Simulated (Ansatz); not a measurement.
CH7BFNSi, SMILES `C[SiH2]B(N)F`. Total charge 0; spin multiplicity 1.

Z-matrix (Å, degrees):
```
C
Si 1 1.878
H 1 1.092 2 110.3
H 1 1.092 2 110.9 3 119.6
H 1 1.092 2 111.1 3 -120.0
B 2 2.031 1 112.0 3 -57.7
H 2 1.495 1 109.9 3 -179.7
H 2 1.493 1 109.3 3 63.6
F 6 1.347 2 119.4 1 50.5
N 6 1.392 2 123.3 1 -129.4
H 10 1.004 6 122.7 2 0.2
H 10 1.008 6 122.7 2 -179.3
```

Task: List the harmonic frequencies (cm⁻¹, unscaled) at PBE0-D4/def2-TZVP in Ansatz. (Estimate.)

Result: The calculation gave: 40, 112, 152, 222, 333, 415, 491, 534, 552, 630, 661, 691, 733, 887, 889, 900, 940, 1248, 1274, 1373, 1453, 1454, 1625, 2180, 2191, 3054, 3139, 3142, 3605, 3724.

Task: Is this a minimum?

Result: Yes, all 30 modes are real.

Task: Give the ideal-gas thermochemistry at 298.15 K and 1 bar (rigid rotor, harmonic oscillator; point group C1, symmetry number 1).

Result: Zero-point energy 231.2 kJ/mol; H(298) − E = 253.6 kJ/mol; entropy 357.6 J/(mol·K), of which translation 165.1, rotation 112.9, vibration 79.7; G(298) − E = 147.0 kJ/mol. Modes under 100 cm⁻¹ are hindered rotations or soft bends, so the harmonic entropy is rough.

Task: And at 400, 500, 600, 800 and 1000 K?

Result: 
```csv
T (K),H − E (kJ/mol),S (J/mol/K),G − E (kJ/mol)
400,267.0,396.1,108.6
500,282.3,430.1,67.2
600,299.3,461.1,22.7
800,337.3,515.6,-75.2
1000,379.3,562.4,-183.1
```

Task: Rotational constants (cm⁻¹)?

Result: 0.2044, 0.07337, 0.06047.
